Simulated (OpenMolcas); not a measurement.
# Br3+: effect of correlating more closed shells

```yaml
Program: OpenMolcas
Basis: ANO-RCC-VTZP [6s5p3d1f]
Scalar_Hamiltonian: DKH2, point nucleus
Active_space: 2 electrons in 3 orbitals (4p)
State_averaging: 2S+1 = 3 even, 3 roots; 2S+1 = 1 even, 6 roots
Spin-orbit_coupling: state interaction with AMFI integrals over the reference wave functions, term energies averaged over their components
```

Methods on the same reference wave functions:
A. CASSCF
B. SS-CASPT2, IPEA 0.25 Eh, imaginary shift 0.1 Eh (closed shells correlated: 4s)
C. SS-CASPT2, IPEA 0.25 Eh, imaginary shift 0.1 Eh (closed shells correlated: 3d 4s)
D. SS-CASPT2, IPEA 0.25 Eh, imaginary shift 0.1 Eh (closed shells correlated: 3s 3p 3d 4s)

Energies in cm-1 above 4s2 4p2 3P0.

```json
{"Level": "4s2 4p2 3P0", "A": "0.0", "B": "0.0", "C": "0.0", "D": "0.0"}
{"Level": "4s2 4p2 3P1", "A": "2277", "B": "2380", "C": "2380", "D": "2380"}
{"Level": "4s2 4p2 3P2", "A": "5238", "B": "5230", "C": "5230", "D": "5230"}
{"Level": "4s2 4p2 1D2", "A": "18590", "B": "16150", "C": "16210", "D": "16170"}
{"Level": "4s2 4p2 1S0", "A": "39849", "B": "34150", "C": "34230", "D": "34140"}
```

Among B to D the level of the table that moves most is 4s2 4p2 1S0, by 94 cm-1 (lowest in D, highest in C). Moves below CASPT2's spread within the term are not significant.

From A to B the spin-free energies of the other terms of 4s2 4p2 shown, above 3P, scale by factors of 0.81 to 0.83.

The lowest spin-free term lies below A's lowest term by 0.063 hartree in B, 0.107 hartree in C, 0.137 hartree in D.

What an inner shell adds also hangs on whether the basis holds functions to correlate it.

CASPT2 breaks the degeneracy within a term, and the mean is taken; among the terms shown or strongly mixed into the levels shown the widest spread is 110 cm-1 (4s2 4p2 1D, D). With the s shell closed, the reference lacks s² → p² mixing. Levels of configurations outside the active space are missing.
